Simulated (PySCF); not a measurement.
Two probes of the same atoms: core binding energy and nuclear shielding

C₇H₁₃B.
Numbering: `[CH2:1]=[CH:2][C:3](=[CH2:4])[CH2:5][B:6]([CH3:7])[CH3:8]`

Structure used (PBE0-D3(BJ)/def2-SVP), in Å, numbered top down from 1:
```
atom  x, y, z in Å
C1    -1.5069    1.2888   -1.4970
C2    -1.7318   -0.0219   -1.3291
C3    -1.2763   -0.8313   -0.1953
C4    -1.5632   -2.1457   -0.1707
C5    -0.4662   -0.1547    0.8669
B6     1.0178    0.2570    0.4824
C7     1.8051   -0.4894   -0.6498
C8     1.7213    1.3857    1.3219
H9    -0.9541    1.8857   -0.7659
H10   -1.8755    1.8155   -2.3800
H11   -2.2999   -0.5611   -2.0960
H12   -1.2446   -2.7895    0.6536
H13   -2.1232   -2.6162   -0.9832
H14   -0.3293   -0.8384    1.7283
H15   -1.0031    0.7162    1.2834
H16    2.5560    0.1436   -1.1479
H17    2.3816   -1.2838   -0.1339
H18    1.1760   -0.9888   -1.3999
H19    1.5299    2.3278    0.7699
H20    1.3061    1.5309    2.3312
H21    2.8163    1.2871    1.3809
```

Binding energies: delta-SCF UKS SCAN, pcX-2 on the ionised atom, pcseg-1 elsewhere, spin-free X2C (PySCF). Shieldings: GIAO CAM-B3LYP/pcSseg-1, non-relativistic, same geometry.

| atom | isotropic shielding (ppm) |
| --- | --- |
| C1 | 60.0 |
| C2 | 29.2 |
| C3 | 23.1 |
| C4 | 56.1 |
| C5 | 143.4 |
| C7 | 169.7 |

Problem. What are the C 1s binding energies of these atoms?

Solution. 
| atom | environment | C 1s (eV) | isotropic shielding (ppm) |
| --- | --- | --- | --- |
| C4 | terminal =CH2 carbon | 289.48 | 56.1 |
| C7 | sp3 carbon bound to boron | 289.77 | 169.7 |
| C1 | terminal =CH2 carbon | 289.81 | 60.0 |
| C5 | sp3 carbon bound to boron | 289.94 | 143.4 |
| C2 | alkene CH carbon | 290.39 | 29.2 |
| C3 | fully substituted alkene carbon | 290.44 | 23.1 |

Over these 6 sites the two quantities correlate at r = -0.45. By binding energy: C4 < C7 ≈ C1 < C5 < C2 ≈ C3. By shielding: C3 < C2 < C4 < C1 < C5 < C7.

Of atoms equivalent by bonding only the ionised one is listed; its partners' own values can differ in this conformer. The unrestricted hole states depart most from a pure doublet (⟨S²⟩ = 0.75; over 0.85 named) for C 1s of C2 (0.94) and C 1s of C3 (0.94), which makes these values less certain. The structure is a single PBE0-D3(BJ)/def2-SVP conformer in the gas phase; no vibrational or solvent corrections.
